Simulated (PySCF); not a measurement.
**Magnetic susceptibility: `InChI=1S/C4H6F2O2S/c1-2-3-9(7,8)4(5)6/h2,4H,1,3H2`**

Molfile (atoms numbered from 1):
```
C4H6F2O2S
     RDKit          3D

 15 14  0  0  0  0  0  0  0  0999 V2000
    2.6336   -0.0877   -0.4763 C   0  0  0  0  0  0  0  0  0  0  0  0
    1.6772   -0.3649    0.3919 C   0  0  0  0  0  0  0  0  0  0  0  0
    0.4096    0.3989    0.4885 C   0  0  0  0  0  0  0  0  0  0  0  0
   -0.8604   -0.6333   -0.3206 S   0  0  0  0  0  6  0  0  0  0  0  0
   -0.6264   -0.7090   -1.7284 O   0  0  0  0  0  0  0  0  0  0  0  0
   -1.0602   -1.8502    0.4030 O   0  0  0  0  0  0  0  0  0  0  0  0
   -2.4251    0.3978   -0.0846 C   0  0  0  0  0  0  0  0  0  0  0  0
   -2.2184    1.5807   -0.6843 F   0  0  0  0  0  0  0  0  0  0  0  0
   -2.5506    0.6320    1.2323 F   0  0  0  0  0  0  0  0  0  0  0  0
    3.5283   -0.6814   -0.5385 H   0  0  0  0  0  0  0  0  0  0  0  0
    2.5617    0.7475   -1.1528 H   0  0  0  0  0  0  0  0  0  0  0  0
    1.7522   -1.2151    1.0545 H   0  0  0  0  0  0  0  0  0  0  0  0
    0.4339    1.3320   -0.0664 H   0  0  0  0  0  0  0  0  0  0  0  0
    0.0713    0.5373    1.5113 H   0  0  0  0  0  0  0  0  0  0  0  0
   -3.3312   -0.0765   -0.4759 H   0  0  0  0  0  0  0  0  0  0  0  0
  1  2  2  0
  2  3  1  0
  3  4  1  0
  4  5  2  0
  4  6  2  0
  4  7  1  0
  7  8  1  0
  7  9  1  0
  1 10  1  0
  1 11  1  0
  2 12  1  0
  3 13  1  0
  3 14  1  0
  7 15  1  0
M  END
```

The calculation used GIAO PBE0/pcSseg-1 magnetisability, rotational g tensor and spin-rotation constants, non-relativistic, gas phase (PySCF). Geometry: GFN2-xTB.

Problem. What are the magnetisability and the molar susceptibility?

Solution. Isotropic -1208 × 10⁻³⁰ J/T², or -72.7 × 10⁻⁶ cm³/mol; principal values -1341, -1145, -1137 × 10⁻³⁰ J/T², anisotropy 200 × 10⁻³⁰ J/T² (root of half the summed squared differences of the principal values). The susceptibility is in cgs units.

Problem. Split it along the inertial axes a, b, c into diamagnetic and paramagnetic parts about the centre of mass, with the quadrupole moment.

Solution. 
```
axis  χ (10⁻⁶ cm³/mol)  diamagnetic (10⁻⁶ cm³/mol)  paramagnetic (10⁻⁶ cm³/mol)  summed x² of all electrons (Å²)  quadrupole Θ (D Å)
   a             -69.4                      -598.7                        529.3                            241.3              +13.00
   b             -75.3                     -1299.3                       1224.0                             76.1               -6.48
   c             -73.5                     -1346.5                       1273.0                             65.0               -6.53
```
Anisotropies 2χaa − χbb − χcc = +10.0 and 2χbb − χaa − χcc = -7.6 × 10⁻⁶ cm³/mol. Θ is traceless in Buckingham's convention.

Problem. And the rotational g tensor?

Solution. 
| axis | rotational constant (GHz) | g | nuclear part | electronic part |
| --- | --- | --- | --- | --- |
| a | 2.2899 | -0.0452 | 0.5242 | -0.5694 |
| b | 0.9568 | -0.0111 | 0.5391 | -0.5502 |
| c | 0.9205 | -0.0114 | 0.5391 | -0.5505 |

Asymmetric top; isotopes 12C, 19F, 1H, 16O, 32S; no vibrational averaging.
